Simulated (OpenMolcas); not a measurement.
A calculation on Cl IV.

| Quantity | Value |
| --- | --- |
| Program | OpenMolcas |
| Method | SS-CASPT2, IPEA 0.25 Eh, imaginary shift 0.1 Eh (closed shells correlated: 2s 2p) |
| Basis | ANO-RCC-VTZP [5s4p2d1f] |
| Scalar Hamiltonian | DKH2, point nucleus |
| Active space | 4 electrons in 4 orbitals (3s 3p) |
| State averaging | 2S+1 = 3 even, 6 roots; 2S+1 = 1 even, 12 roots; 2S+1 = 5 odd, 1 root; 2S+1 = 3 odd, 9 roots; 2S+1 = 1 odd, 8 roots |
| Spin-orbit coupling | RASSI with atomic mean-field integrals over the reference wave functions, term energies averaged over their components |

(1) Which level of the active space comes out lowest?

(2) How high does 3s 3p³ ¹D°₂ lie?

(3) How high does 3s 3p³ ³P°₂ lie?

(4) How high does 3s² 3p² ¹S₀ lie?

Measured values: Moore, Atomic Energy Levels, vol. I, NSRDS-NBS 35 (1971 reprint of NBS Circular 467, 1949).

Results:

(1) 3s² 3p² ³P₀, with 100 % of that term; it is also the measured ground level.

(2) 151000 cm⁻¹ above the lowest level.

(3) 122030 cm⁻¹ above the lowest level; measured 120256 cm⁻¹ above the ground level, so the calculation is off by +1 %.

(4) 31210 cm⁻¹ above the lowest level; measured 32550 cm⁻¹ above the ground level, so the calculation is off by -4 %.

CASPT2 breaks the degeneracy within a term, and the mean is taken; among the terms shown or strongly mixed into the levels shown the widest spread is 770 cm-1 (3s 3p³ ¹D°). Over all roots computed the reference weight is 0.86 to 0.99; the roots of lowest weight are the least certain, and an intruder state may touch them. Terms of s pⁿ other than that of highest spin mix with s² pⁿ⁻² d, which this space lacks; all of them can be thousands of cm-1 off, and some have no real level of that name. Computed and measured levels are paired by configuration, term and J; levels that our copy of the source lacks, or whose pairing is in doubt (as where it misses far off the trend of its configuration), stay unpaired and out of the deviations. Levels of configurations outside the active space are missing.

° marks odd parity.
